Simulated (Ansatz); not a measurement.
Ansatz (a first-principles code) input (B3LYP/def2-SVP):

Ansatz 0.2 input:
```yaml
crystal:
  periodic: [false, false, false]
  atoms:
    - {symbol: Cs, position_ang: [-0.00000000, -0.00000000, -0.35080573]}
    - {symbol: F, position_ang: [0.00000000, 0.00000000, 2.14381277]}
basis:
  gaussian:
    orbitals: def2-SVP
hamiltonian:
  xc: {name: B3LYP}
total_charge: -1
magnetization: {spin_polarized: true, initial_magnetization: 1}
output: {forces: true}
```

From the last part of the output:

```
WARN ansatz: RAYON_NUM_THREADS=1 ignored (pool sized by the plan → 1); use --threads N
Functional definition: B3LYP
integrals: 0.01 GiB planned
355 factors; integrals over basis functions are off by at most 6.1e-4 eV
mean field: 0.14 GiB planned
mean field evaluation 1: about -2949.7340 eV, gradient 1.2e2 eV
mean field evaluation 2: about -2503.3676 eV, gradient 2.1e2 eV
mean field evaluation 4: about -3232.0624 eV, gradient 8.8e1 eV
mean field evaluation 8: about -3264.5300 eV, gradient 1.4e0 eV
mean field evaluation 16: about -3264.6000 eV, gradient 7.7e-3 eV
mean field evaluation 32: about -3263.9016 eV, gradient 2.5e-1 eV
mean field -3264.59995604 eV, -119.9718355592 hartree, gradient 7.3e-5 eV, S^2 0.750028; 3 other end points of the search recorded, 0 dependent functions left out
the calculation of the forces begins
reference -3264.60010728 eV, -119.9718411170 hartree; 10, 9 occupied and 28, 29 virtual orbitals, 355 factors
Total energy: -3264.60010728 eV, -119.9718411170 hartree
Atom 0 at    -0.000000    -0.000000    -0.350806 Å, force     0.000000    -0.000000     0.093262 eV/Å
Atom 1 at     0.000000     0.000000     2.143813 Å, force    -0.000000     0.000000    -0.093262 eV/Å
Dipole moment:     0.000000    -0.000000     0.243258 e Å
```

The dipole moment of an ion depends on the origin.
